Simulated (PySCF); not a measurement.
**How good is the calculation?**

Atom-mapped SMILES (the numbers label the heavy atoms): `[CH3:1][NH:2][c:3]1[cH:4][cH:5][cH:6][cH:7][n:8]1`. Hydrogens are named by the atom that carries them.

PySCF 2.14.0 with density-fitted response routines calculation with PBE0-D3(BJ)/def2-SVP geometry and shielding tensors at PBE0/pcSseg-1 (GIAO); rapidly exchanging positions averaged, in vacuum, non-relativistic Hamiltonian, one computed conformer.

Reference values: estimated from measurements, as parent shift plus tabulated substituent increment (solution, not stated per compound (mostly CDCl3 or CCl4); Pretsch, Buehlmann, Badertscher, Structure Determination of Organic Compounds, 4th ed. (2009)).
| atoms | quantity | reference | computed | computed, scaled |
| --- | --- | --- | --- | --- |
| C3 | δ ¹³C | 160.7 | 161.2 | 155.2 |
| C7 | δ ¹³C | 148.5 | 155.1 | 149.3 |
| C5 | δ ¹³C | 137.4 | 143.1 | 137.7 |
| C6 | δ ¹³C | 112.4 | 116.4 | 111.8 |
| C4 | δ ¹³C | 107.5 | 103.8 | 99.6 |

Computed shifts are σ(ref) − σ with the named reference compound (TMS for H and C) calculated as an isolated molecule at the same level. The measured values may be among those fitted. Shieldings were converted by linear fits to measured shifts (mostly CDCl3, TMS scale, for H and C): ¹³C (scatter 1.9 ppm rms, 2.3 ppm with the 23 outliers that the fit left out). Occasional misses reach two or three times the rms, and more in compound classes unlike the fitted ones.

Q: How far are the unscaled ¹³C shifts from the references?

A: Mean signed difference +2.62 ppm, mean absolute 4.10 ppm over 5 comparisons; the largest is +6.6 ppm at C7 (aromatic CH next to a ring nitrogen).

5 of the 10 published NMR values on file for this molecule are compared.
